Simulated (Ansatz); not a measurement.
C7H15NO (`CN(C)C(=O)C(C)(C)C`). Total charge 0; spin multiplicity 1. Geometry: relaxed with PBE0-D4/def2-TZVP.

```xyz
24

C     2.045    1.863   -0.743
N     0.935    0.941   -0.673
C     0.276    0.753   -1.938
C     0.641    0.373    0.536
O     1.311    0.650    1.516
C    -0.534   -0.619    0.681
C    -1.877    0.048    0.368
C    -0.307   -1.885   -0.152
C    -0.576   -1.048    2.148
H     2.490    1.956    0.243
H     1.701    2.846   -1.084
H     2.796    1.501   -1.453
H     0.987    0.375   -2.683
H    -0.115    1.708   -2.308
H    -0.546    0.054   -1.876
H    -1.999    0.350   -0.672
H    -2.687   -0.647    0.603
H    -2.013    0.937    0.989
H    -1.092   -2.611    0.078
H     0.651   -2.342    0.107
H    -0.317   -1.725   -1.229
H     0.355   -1.529    2.447
H    -0.728   -0.193    2.807
H    -1.399   -1.753    2.290
```

Q: What is the dipole moment at PBE/def2-TZVPP? (Best estimate.)

A: Ansatz gave: 3.33 D, with components (-1.23, -0.15, -3.09) D in this frame, pointing from negative to positive charge.

Q: And with r2SCAN, B3LYP, ωB97M-V? (Estimate.)

A: The calculation gave: r2SCAN 3.42 D, B3LYP 3.46 D, ωB97M-V 3.45 D.

Q: Give the Mulliken charges with PBE, r2SCAN, ωB97M-V in def2-TZVPP. (Estimate.)

A: Computed: 
```tsv
atom	PBE	r2SCAN	ωB97M-V
C1	-0.19	-0.09	-0.25
N2	-0.04	-0.11	-0.13
C3	-0.17	-0.07	-0.25
C4	0.07	0.12	0.26
O5	-0.32	-0.40	-0.38
C6	0.27	0.40	-0.08
C7	-0.29	-0.24	-0.31
C8	-0.29	-0.24	-0.31
C9	-0.29	-0.22	-0.32
H10	0.11	0.10	0.14
H11	0.09	0.05	0.11
H12	0.09	0.05	0.11
H13	0.09	0.06	0.13
H14	0.09	0.06	0.13
H15	0.08	0.05	0.11
H16	0.07	0.05	0.11
H17	0.07	0.05	0.11
H18	0.09	0.07	0.13
H19	0.07	0.05	0.11
H20	0.09	0.07	0.13
H21	0.07	0.05	0.11
H22	0.09	0.06	0.12
H23	0.09	0.06	0.12
H24	0.07	0.04	0.10
```

B3LYP here is the variant with VWN-RPA as its local correlation; programs differ in this.
